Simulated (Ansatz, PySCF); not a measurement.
Si(H)(NHSiH3)3 (H13N3Si4), SMILES [SiH3]N[SiH](N[SiH3])N[SiH3].

Coordinates come from a PBE0-D3(BJ)/def2-SVP optimisation. Other conformers were not sampled.

Vertical ionisation energy (IE) and electron affinity (EA) in eV. Rows of orbital energies are one-electron estimates. Where ΔSCF, EOM or ADC give a negative EA the extra electron is unbound and the value depends on the basis.

| level | IE | EA |
|---|---|---|
| −ε(HOMO), −ε(LUMO), M06-2X/def2-SVP (PySCF) | 8.52 | -1.32 |
| −ε(HOMO), −ε(LUMO), PBE/def2-SVP (PySCF) | 5.87 | 0.30 |
| ΔSCF, PBE0/def2-SVPD (Ansatz), final states of multiplicity 2 and 2 | 8.90 | -1.09 |
| ΔSCF, PBE/def2-SVPD (Ansatz), final states of multiplicity 2 and 2 | 8.36 | -0.81 |

**Question.** What vertical singlet–triplet gap does ΔSCF give with PBE0/def2-SVPD (Ansatz, a program for electronic structure) and with PBE/def2-SVPD (Ansatz)? (An estimate is asked for; the answer gives what the named calculation found.)

**Answer.** 5.99 and 5.28 eV (triplet above singlet where positive).
